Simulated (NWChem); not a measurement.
Species: B$_{3}$H$_{4}$O$_{3}$ cation; SMILES O1BOB[OH+]B1

Program: NWChem. Geometry: optimised at PBE0/def2-SVP. Total energies compare along this basis series because the functional is fixed.

```
level            basis functions  energy (Ha)  highest occupied level (eV)  orbital gap (eV)  relative time
---------------  ---------------  -----------  ---------------------------  ----------------  -------------
TPSS/def2-SVP                104    -302.4145                       -13.78              6.39              1
TPSS/def2-SVPD               161    -302.4277                       -13.82              6.41              3
TPSS/def2-TZVP               210    -302.7551                       -13.75              6.46              4
TPSS/def2-TZVPP              242    -302.7567                       -13.74              6.45              5
```

The last column is a rough cost ratio, cheapest run = 1.
